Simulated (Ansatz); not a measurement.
Basis-set extrapolation for C$_{4}$H$_{5}$F$_{3}$, SMILES `FC1CCC1(F)F` (PBE0-D4/def2-TZVP geometry, frozen core, Ansatz 0.2.0). Multiplicity 1, RHF reference.

```json
{"": "HF", "def2-TZVPP": "-452.860535", "def2-QZVPP": "-452.879931"}
{"": "MP2 correlation", "def2-TZVPP": "-1.398296", "def2-QZVPP": "-1.513287"}
{"": "CCSD(T) correlation", "def2-TZVPP": "-1.479905", "def2-QZVPP": "not run"}
```

Energies in hartree. Use E(X) = E(∞) + A·exp(−7.88·√X) for Hartree–Fock and E(X) = E(∞) + B·X^(−2.97) for correlation, with X = 3 and 4, and add CCSD(T) minus MP2 of the smaller set to the MP2 limit.

What is the CCSD(T) energy at the basis-set limit?

HF limit: -452.879931 + (-0.019396) × 0.13774 = -452.88260. MP2 limit: -1.513287 + (-0.114991) × 0.74074 = -1.59847. Higher-order term: -1.479905 − (-1.398296) = -0.08161. Total: -454.56268 hartree, 583.5 kJ/mol below CCSD(T)/def2-TZVPP.
